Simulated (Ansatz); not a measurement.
Species: dichloro(dimethoxy)silane, C2H6Cl2O2Si (charge 0, singlet). SMILES: CO[Si](Cl)(Cl)OC
Structure (B3LYP-D3(BJ)/def2-TZVP (Ansatz, a first-principles code) minimum search):
```xyz
13

Si    -0.0245     0.0871     0.0283
Cl    -0.2691     1.6874    -1.2171
Cl    -0.3797     0.6242     1.9665
O      1.5128    -0.3843    -0.1644
C      2.1556    -1.4043     0.5978
O     -1.1040    -1.0723    -0.3078
C     -1.2947    -1.6627    -1.5921
H      2.2342    -1.1087     1.6457
H      1.6083    -2.3475     0.5319
H      3.1541    -1.5394     0.1864
H     -1.6641    -0.9222    -2.3041
H     -2.0331    -2.4546    -1.4813
H     -0.3630    -2.0895    -1.9704
```
Charge 0, spin multiplicity 1.

Property: vertical triplet-singlet gap (E(triplet) - E(singlet); each state is the SCF solution reached for its spin), in kJ/mol. Valence correlation only, unless marked. UHF or UKS for open shells. No spin-orbit coupling. No relativistic terms. 

```
level                   program  vertical triplet-singlet gap (kJ/mol)
----------------------  -------  -------------------------------------
HF/aug-cc-pV(T+d)Z       Ansatz                                  729.8
SVWN5/def2-TZVPD         Ansatz                                  620.9
PBE/def2-TZVPD           Ansatz                                  625.7
r2SCAN/def2-TZVPD        Ansatz                                  682.5
B3LYP/def2-TZVPD         Ansatz                                  697.5
PBE0/def2-TZVPD          Ansatz                                  713.6
BHLYP/def2-TZVPD         Ansatz                                  790.5
CAM-B3LYP/def2-TZVPD     Ansatz                                  758.5
wB97M-V/def2-TZVPD       Ansatz                                  773.4
wB97X-V/def2-TZVPD       Ansatz                                  812.8
B2PLYP/def2-TZVPD        Ansatz                                  759.1
RI-MP2/aug-cc-pV(T+d)Z   Ansatz                                  845.5
```
